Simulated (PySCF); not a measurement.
In(H)2(NEtMe) (C3H10InN), SMILES C[N]([InH2])CC. The structure is a stationary point at B3LYP-D3(BJ)/def2-SVP. The def2 effective core potentials stand for the cores of In; spin–orbit coupling is left out. One conformer was computed; it need not be the lowest.

Q: Give the equilibrium geometry at B3LYP-D3(BJ)/def2-SVP (PySCF confirms it by a frequency run) as a Z-matrix. (An estimate is asked for; the answer gives what the named calculation found.)

A: This is not unique; one that fits is 
```
N
C 1 1.4473
H 2 1.1012 1 110.78
H 2 1.1087 3 106.95 1 123.85
H 2 1.1105 3 107.39 4 114.07
C 1 1.4523 2 114.59 3 -176.89
H 6 1.1034 1 108.90 2 165.85
H 6 1.1112 7 105.98 1 117.76
C 6 1.5333 7 108.62 8 116.71
H 9 1.1013 6 111.83 7 -177.86
H 9 1.1023 10 107.81 6 121.60
H 9 1.1024 10 107.53 11 116.55
In 1 2.0513 2 122.92 3 5.42
H 13 1.7250 1 113.86 2 -179.67
H 13 1.7252 14 132.14 7 -174.84
```
